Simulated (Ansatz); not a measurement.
Start from `BS[SiH](C)Cl` and change one atom or group to get `BC[SiH](C)Cl`.

Ansatz, PBE0-D4/def2-TZVP geometries, multiplicity 1. Each molecule was computed in one conformer, which needn't be the lowest.

| property | `BS[SiH](C)Cl` |
| --- | --- |
| HOMO–LUMO gap (PBE/def2-TZVPP) / eV | 4.62 |
| HOMO energy (ωB97M-V/def2-TZVPP) / eV | -10.47 |
| LUMO energy (PBE/def2-TZVPP) / eV | -2.56 |
| HOMO–LUMO gap (PBE0/def2-TZVPP) / eV | 6.70 |
| HOMO energy (B3LYP/def2-TZVPP) / eV | -8.08 |
| LUMO energy (B3LYP/def2-TZVPP) / eV | -1.80 |

Task: What does the change do to each property? (Estimate.)

Result: Ansatz gave: 
| property | `BC[SiH](C)Cl` | shift |
| --- | --- | --- |
| HOMO–LUMO gap (PBE/def2-TZVPP) / eV | 4.96 | 0.34 |
| HOMO energy (ωB97M-V/def2-TZVPP) / eV | -10.77 | -0.30 |
| LUMO energy (PBE/def2-TZVPP) / eV | -2.30 | 0.26 |
| HOMO–LUMO gap (PBE0/def2-TZVPP) / eV | 7.24 | 0.54 |
| HOMO energy (B3LYP/def2-TZVPP) / eV | -8.32 | -0.24 |
| LUMO energy (B3LYP/def2-TZVPP) / eV | -1.53 | 0.27 |

With PBE0 the HOMO falls by 0.24 eV and the LUMO rises by 0.30 eV, so the gap widens by about 0.54 eV. PBE moves the HOMO by -0.08 eV and ωB97M-V by -0.30 eV.

B3LYP here is the variant with VWN-RPA as its local correlation; programs differ in this.
